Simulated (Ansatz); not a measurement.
Computed with Ansatz on PBE0-D4/def2-TZVP structures; ΔE is electronic, products minus reactants. CCSD(T)/CBS adds triple-zeta CCSD(T) − MP2 to the extrapolated MP2 energy (def2 sets, frozen cores). This one scheme is used for every species. DFT in def2-TZVPP. B3LYP here is the variant with VWN-RPA as its local correlation; programs differ in this. HSE06 is defined as in plane-wave codes. def2 core potentials past Kr. For Sn outer-core shells are correlated without core-valence functions, which leaves a few kJ/mol of doubt a bond. Each species was taken in one conformer, which may not be the lowest.

Reaction (stannylene formation by 1,1-elimination): `[CH3][SnH]([NH2])[F]` → H–F + `[CH3][Sn][NH2]`

`[CH3][SnH]([NH2])[F]`:

Cartesian coordinates in Å:
```
C 0.292 -0.155 1.571
Sn -0.627 -0.265 -0.337
N 0.476 0.622 -1.750
F -0.565 -2.147 -0.761
H 1.343 -0.427 1.472
H 0.215 0.853 1.978
H -0.194 -0.857 2.247
H -2.277 0.122 -0.520
H 1.336 1.065 -1.467
H 0.001 1.190 -2.434
```

H–F:

Z-matrix (Å, degrees):
```
F
H 1 0.920
```

`[CH3][Sn][NH2]`:

Z-matrix (Å, degrees):
```
C
Sn 1 2.193
H 1 1.091 2 111.9
H 1 1.093 2 110.2 3 121.3
H 1 1.094 2 109.4 3 -120.1
N 2 2.015 1 92.8 3 -171.7
H 6 1.008 2 123.7 1 -179.2
H 6 1.009 2 124.9 1 0.3
```

(1) Is it downhill or uphill in electronic energy at CCSD(T)/CBS, and by how much? (An estimate is asked.)

(2) What do these levels give: r2SCAN-D4, B97M-V, r2SCAN0-D4, HSE06-D4, B2PLYP, revPBE, B3LYP, r2SCANh, r2SCAN0, CCSD(T)/def2-SVP, HF/def2-TZVPP, MP2/CBS(def2)? (Best estimate.)

Largest T1 diagnostic among the species: 0.016.

Answers

(1) Computed: Uphill: ΔE = +0.84 eV.

(2) The calculation gave: r2SCAN-D4 0.89, B97M-V 1.04, r2SCAN0-D4 0.91, HSE06-D4 0.80, B2PLYP 0.71, revPBE 0.55, B3LYP 0.63, r2SCANh 0.88, r2SCAN0 0.90, CCSD(T)/def2-SVP 0.80, HF/def2-TZVPP 0.90, MP2/CBS(def2) 0.78 eV.

In def2-TZVPP, CCSD(T) changes the Hartree–Fock value by −0.10 eV (the triples alone add +0.00 eV) and MP2 by −0.15 eV. From PBE to PBE0 (25 % exact exchange), in def2-TZVPP and without D4, ΔE moves by +0.12 eV.
